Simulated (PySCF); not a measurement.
CdI, neutral, multiplicity 2. Atoms are numbered in the order given.

```xyz
2

Cd     0.0000     0.0000    -1.4462
I      0.0000     0.0000     1.3098
```
Charge 0, spin multiplicity 2.

Coordinates come from a B3LYP-D3(BJ)/def2-TZVP optimisation. The spin state was assumed, not searched. The def2 effective core potentials stand for the cores of Cd, I; spin–orbit coupling is left out.

These are PySCF with PBE/def2-TZVPD values and carry that method's errors.

Mulliken values depend strongly on the basis, most of all with diffuse functions as here. ESP charges are fitted to the potential on shells at 1.4 to 2.0 van der Waals radii. Atomic charges (e):

```tsv
atom	Mulliken	ESP fit	Mulliken spin
Cd1	0.25	0.27	0.68
I2	-0.25	-0.27	0.32
```
